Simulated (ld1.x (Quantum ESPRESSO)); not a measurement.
## Which change was made? (Ni, PAW)

| Quantity | Value |
| --- | --- |
| Element | Ni (Z = 28) |
| Generator | ld1.x (Quantum ESPRESSO) 7.5 |
| Type | PAW |
| Functional | PBE |
| Relativity | scalar-relativistic |
| Frozen core | [Ne] |
| Valence charge | 18 |
| Reference configuration | 3s2 3p6 3d8 4s1 4p1 |
| Partial waves | 3s (bound): rcut 1.00, rcutus 1.15 bohr; 4s (bound): rcut 1.00, rcutus 1.15 bohr; 3p (bound): rcut 1.55, rcutus 1.70 bohr; 4p (bound): rcut 1.55, rcutus 1.70 bohr; 3d (bound): rcut 1.35, rcutus 1.75 bohr; 3d channel at 1.75 Ry: rcut 1.35, rcutus 1.75 bohr |
| Local potential | all-electron potential smoothed inside 0.95 bohr (lloc = -1) |
| Core correction | Bessel-smoothed model core inside 0.75 bohr |
| Augmentation charge | BESSEL, radius 0.70 bohr |

Cutoffs, loose and tight: the cutoffs (Ry, on a coarse ladder) from which the occupation-weighted sum of valence levels, in a spherical-Bessel basis at the reference potential, stays within 10 and 1 mRy of its value at 400 Ry. They do not see the model core or the augmentation charge, which bear on the density cutoff. Test errors are all-electron minus pseudo excitation energies from the reference, over the configurations 3s2 3p6 3d8 4s2 4p0; 3s2 3p6 3d8 4s1 4p0; 3s2 3p6 3d8 4s0 4p0; 3s2 3p6 3d8 4s1.5 4p0; 3s2 3p6 3d8 4s0 4p1; 3s2 3p6 3d6 4s0 4p0; 3s1 3p6 3d8 4s2 4p0; variants that change the core or the reference have their own tests.

The base gives: outcome: generated; cutoff, loose: 50 Ry; cutoff, tight: 80 Ry; bound ghosts: none; largest test error (meV): -116.

Problem. After one change the result is: outcome: generated; cutoff, loose: 50 Ry; cutoff, tight: 80 Ry; bound ghosts: none; largest test error (meV): -72. Which change was it?
A. core [Ar], valence charge 10; reference 3d8 4s1 4p0; waves now 4s (bound): rcut 1.65, rcutus 2.00 bohr; 4s channel at 1.8 Ry: rcut 1.65, rcutus 2.00 bohr; 4p (bound): rcut 2.90, rcutus 3.35 bohr; 4p channel at 0.3 Ry: rcut 2.90, rcutus 3.35 bohr; 3d (bound): rcut 1.10, rcutus 1.45 bohr; 3d channel at 1.75 Ry: rcut 1.10, rcutus 1.45 bohr; local potential all-electron potential smoothed inside 1.55 bohr (lloc = -1); core correction Bessel-smoothed model core, default radius (core density twice the valence density); augmentation BESSEL, radius 1.15 bohr
B. waves 3p (bound): rcut 1.06, rcutus 1.12 bohr; 4p (bound): rcut 1.06, rcutus 1.12 bohr
C. local potential all-electron potential smoothed inside 1.20 bohr (lloc = -1)
D. augmentation PSQ, inside the norm-conserving radii

Solution. D. The others give: waves 3p (bound): rcut 1.06, rcutus 1.12 bohr; 4p (bound): rcut 1.06, rcutus 1.12 bohr → outcome: generated, overlap not positive; bound ghosts: not determined (overlap not positive); largest test error (meV): +59 | core [Ar], valence charge 10; reference 3d8 4s1 4p0; waves now 4s (bound): rcut 1.65, rcutus 2.00 bohr; 4s channel at 1.8 Ry: rcut 1.65, rcutus 2.00 bohr; 4p (bound): rcut 2.90, rcutus 3.35 bohr; 4p channel at 0.3 Ry: rcut 2.90, rcutus 3.35 bohr; 3d (bound): rcut 1.10, rcutus 1.45 bohr; 3d channel at 1.75 Ry: rcut 1.10, rcutus 1.45 bohr; local potential all-electron potential smoothed inside 1.55 bohr (lloc = -1); core correction Bessel-smoothed model core, default radius (core density twice the valence density); augmentation BESSEL, radius 1.15 bohr → outcome: generated, overlap not positive; bound ghosts: not determined (overlap not positive); largest test error (meV): -1296 | local potential all-electron potential smoothed inside 1.20 bohr (lloc = -1) → outcome: generated, overlap not positive; bound ghosts: not determined (overlap not positive); largest test error (meV): -143. A file whose overlap is not positive is unfit for use, and its test errors describe a broken file.
